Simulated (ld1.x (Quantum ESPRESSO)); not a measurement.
# Configuration tests for chromium (Cr) (PAW)

chromium, PAW, made with ld1.x (Quantum ESPRESSO) 7.5 (PBE, fully relativistic). Core [Ne], reference 3s2 3p6 3d5.5 4s0.5 4p0. Waves: 3s (bound): rcut 1.16, rcutus 1.22 bohr; 4s (bound): rcut 1.16, rcutus 1.22 bohr; 3p (bound): rcut 1.35, rcutus 1.40 bohr; 4p (bound, empty): rcut 1.35, rcutus 1.40 bohr; 3d (bound): rcut 2.05, rcutus 2.45 bohr; 3d channel at 2.3 Ry: rcut 2.05, rcutus 2.45 bohr. Local part: all-electron potential smoothed inside 1.55 bohr (lloc = -1). Core correction: a·sin(br)/r model core inside 0.95 bohr. Augmentation charge: PSQ, inside the norm-conserving radii.

Open shells are filled in proportion to 2j + 1 (rel_dist='average').

Energies are relative to the spin-unpolarised reference configuration 3s2 3p6 3d5.5 4s0.5 4p0; without spin polarisation the order of configurations can differ from experiment.

(1) Give the all-electron excitation energy and the error of the potential for: 3s2 3p6 3d5 4s1 4p0; 3s2 3p6 3d5 4s0 4p0; 3s2 3p6 3d4 4s0 4p0; 3s2 3p6 3d4 4s2 4p0; 3s2 3p6 3d4 4s1 4p0; 3s2 3p6 3d4 4s1 4p1; 3s2 3p5 3d5 4s1 4p0.

The ghost test of this file was not conclusive.

## Answers

(1)

```json
{"valence configuration": "3s2 3p6 3d5 4s1 4p0", "charge": "0", "ΔE all-electron (eV)": "-0.726", "error AE − PS (meV)": "+2.8"}
{"valence configuration": "3s2 3p6 3d5 4s0 4p0", "charge": "+1", "ΔE all-electron (eV)": "6.175", "error AE − PS (meV)": "-1.3"}
{"valence configuration": "3s2 3p6 3d4 4s0 4p0", "charge": "+2", "ΔE all-electron (eV)": "22.228", "error AE − PS (meV)": "+3.0"}
{"valence configuration": "3s2 3p6 3d4 4s2 4p0", "charge": "0", "ΔE all-electron (eV)": "-0.826", "error AE − PS (meV)": "+46"}
{"valence configuration": "3s2 3p6 3d4 4s1 4p0", "charge": "+1", "ΔE all-electron (eV)": "7.261", "error AE − PS (meV)": "+44"}
{"valence configuration": "3s2 3p6 3d4 4s1 4p1", "charge": "0", "ΔE all-electron (eV)": "2.780", "error AE − PS (meV)": "+37"}
{"valence configuration": "3s2 3p5 3d5 4s1 4p0", "charge": "+1", "ΔE all-electron (eV)": "50.794", "error AE − PS (meV)": "+73"}
```
